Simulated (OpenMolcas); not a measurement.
**neutral potassium: from CASSCF to CASPT2**

- Program: OpenMolcas
- Basis: ANO-RCC-VDZP [5s4p1d]
- Scalar Hamiltonian: DKH2, point nucleus
- Active space: 1 electron in 4 orbitals (4s 4p)
- State averaging: 2S+1 = 2 even, 1 root; 2S+1 = 2 odd, 3 roots
- Spin-orbit coupling: RASSI with atomic mean-field integrals over the reference wave functions, term energies averaged over their components

Methods on the same reference wave functions:
A. CASSCF
B. SS-CASPT2, IPEA 0.25 Eh, imaginary shift 0.1 Eh (closed shells correlated: 3s 3p)

Energies in cm⁻¹ above 4s ²S_1/2, the measured ground level; measured values from NIST Handbook of Basic Atomic Spectroscopic Data.

```tsv
Level	A	B	Measured
4s ²S_1/2	0.0	0.0	0.0
4p ²P°_1/2	11537	12656	12985
4p ²P°_3/2	11576	12694	13043
```

Deviations, from unrounded energies. A percentage is the sum of absolute deviations over the sum of measured energies, with the sign that they share, or ± where signs differ.

```json
{"Against measurement": "mean absolute deviation (cm-1)", "Levels": "2", "A": "1500", "B": "340"}
{"Against measurement": "other configurations (%)", "Levels": "2", "A": "-11.2", "B": "-2.6"}
```

B lies closest to measurement on these levels. The largest miss of B in the table is 4p ²P°_3/2, by -350 cm-1. The ranking rests on the paired levels alone, and a cruder setting can come out closer through cancelling errors.

The lowest spin-free term lies below A's lowest term by 0.167 hartree in B.

ANO sets are built for ground and valence states and can reach diffuse excited orbitals poorly. With one active electron the reference holds no correlation, so core polarisation is missing (holds for A). With one active electron, CASPT2 adds the correlation within the correlated inactive shells and between them and that electron, and leaves the splitting within a term as the reference gives it (holds for B). Computed and measured levels are paired by configuration, term and J; levels that our copy of the source lacks, or whose pairing is in doubt (as where it misses far off the trend of its configuration), stay unpaired and out of the deviations. Levels of configurations outside the active space are missing.

° marks odd parity.
